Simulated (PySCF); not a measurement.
Molfile (atoms numbered from 1):
```
C8H15P
     RDKit          3D

 24 23  0  0  0  0  0  0  0  0999 V2000
    4.8730    0.0265    0.5237 C   0  0  0  0  0  0  0  0  0  0  0  0
    3.6739    0.3158    1.0339 C   0  0  0  0  0  0  0  0  0  0  0  0
    2.4408    0.0277    0.3717 C   0  0  0  0  0  0  0  0  0  0  0  0
    0.9443    0.4106    1.0498 P   0  0  0  0  0  0  0  0  0  0  0  0
   -0.1745   -0.2258   -0.3077 C   0  0  0  0  0  0  0  0  0  0  0  0
   -1.6680   -0.0398   -0.0210 C   0  0  0  0  0  0  0  0  0  0  0  0
   -2.4694   -0.5990   -1.2006 C   0  0  0  0  0  0  0  0  0  0  0  0
   -1.9806    1.4470    0.1470 C   0  0  0  0  0  0  0  0  0  0  0  0
   -2.0468   -0.7935    1.2538 C   0  0  0  0  0  0  0  0  0  0  0  0
    5.7862    0.2548    1.0450 H   0  0  0  0  0  0  0  0  0  0  0  0
    4.9730   -0.4524   -0.4372 H   0  0  0  0  0  0  0  0  0  0  0  0
    3.5991    0.7974    2.0011 H   0  0  0  0  0  0  0  0  0  0  0  0
    2.5090   -0.4539   -0.5981 H   0  0  0  0  0  0  0  0  0  0  0  0
    0.0435   -1.2886   -0.4492 H   0  0  0  0  0  0  0  0  0  0  0  0
    0.0913    0.2969   -1.2314 H   0  0  0  0  0  0  0  0  0  0  0  0
   -2.2616   -1.6582   -1.3385 H   0  0  0  0  0  0  0  0  0  0  0  0
   -2.2148   -0.0768   -2.1206 H   0  0  0  0  0  0  0  0  0  0  0  0
   -3.5359   -0.4798   -1.0239 H   0  0  0  0  0  0  0  0  0  0  0  0
   -1.7317    1.9961   -0.7591 H   0  0  0  0  0  0  0  0  0  0  0  0
   -3.0378    1.5926    0.3579 H   0  0  0  0  0  0  0  0  0  0  0  0
   -1.4037    1.8637    0.9714 H   0  0  0  0  0  0  0  0  0  0  0  0
   -1.4713   -0.4194    2.0994 H   0  0  0  0  0  0  0  0  0  0  0  0
   -1.8453   -1.8575    1.1444 H   0  0  0  0  0  0  0  0  0  0  0  0
   -3.1045   -0.6646    1.4728 H   0  0  0  0  0  0  0  0  0  0  0  0
  1  2  2  0
  2  3  1  0
  3  4  2  0
  4  5  1  0
  5  6  1  0
  6  7  1  0
  6  8  1  0
  6  9  1  0
  1 10  1  0
  1 11  1  0
  2 12  1  0
  3 13  1  0
  5 14  1  0
  5 15  1  0
  7 16  1  0
  7 17  1  0
  7 18  1  0
  8 19  1  0
  8 20  1  0
  8 21  1  0
  9 22  1  0
  9 23  1  0
  9 24  1  0
M  END
```

How the numbers were obtained: structure optimised with GFN2-xTB, PBE0/pcSseg-1 with gauge-including orbitals, in PySCF 2.14.0 with density-fitted response routines (non-relativistic, no solvent, equivalent nuclei averaged, a single conformation).

δ = σ(ref) − σ, references computed at the same level: $^{13}$C, $^{1}$H vs TMS; $^{31}$P vs H3PO4.

```tsv
atoms	nucleus	count	Hirshfeld charge	δ (ppm)
H12	$^{1}$H	1	0.04	7.20
H13	$^{1}$H	1	0.04	9.44
P4	$^{31}$P	1	0.12	316.7
C2	$^{13}$C	1	-0.05	?
C5	$^{13}$C	1	-0.11	?
H11	$^{1}$H	1	0.05	5.42
H14/H15	$^{1}$H	2	0.04	2.26
H16/H17/H18/H19/H20/H21/H22/H23/H24	$^{1}$H	9	0.04	1.16
C7/C8/C9	$^{13}$C	3	-0.12	31.9
C6	$^{13}$C	1	0.02	?
C1	$^{13}$C	1	-0.09	?
C3	$^{13}$C	1	-0.10	201.6
H10	$^{1}$H	1	0.05	5.51
```

Question: Complete the table.

Answer: 
- C2: 148.2 ppm, alkene CH; the olefinic region
- C1: 124.8 ppm, terminal =CH2 carbon; an sp2 carbon of a C=C bond
- C5: 51.1 ppm, sp3 CH2 bonded to P
- C6: 31.9 ppm, quaternary sp3 carbon; saturated and bonded to C and H only

Shifts are as computed. Against solution values, carbons near 30 ppm lie about +3 ppm off and those near 130 ppm about +5 ppm. Of 1211 compounds with measured shifts, 218 miss one by over three times the rms of a fit or turn the order of signals round; such compounds aren't used in these exercises. Experimental scales use liquid or dissolved standards, which lie at an offset from isolated H3PO4.
